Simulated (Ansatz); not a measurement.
Gas-phase reaction R1 → 2 P1, each structure at its B3LYP-D3(BJ)/def2-TZVP stationary point, reached from a drawn start (curvature not checked).
R1: O2 (SMILES O=O), charge 0, multiplicity 3.
P1: O atom, charge 0, multiplicity 3.

P less R. No zero-point or thermal terms; open shells are unrestricted; no spin–orbit coupling.

Cores are frozen in the correlated methods.

Codes used: Ansatz (Gaussian basis) for Hartree–Fock, density functionals and correlated methods. All values are computed, each at the level named.

Problem. One of these levels gives 123.75 kcal/mol for the reaction energy. Which?
A. BLYP/def2-TZVPP
B. CCSD/cc-pVTZ
C. B3LYP/def2-TZVPP
D. HF/cc-pVTZ

Solution. C, B3LYP/def2-TZVPP. The others give 32.76 (HF/cc-pVTZ), 135.61 (BLYP/def2-TZVPP), 106.14 (CCSD/cc-pVTZ)

Ansatz is a quantum-chemistry and plane-wave program.
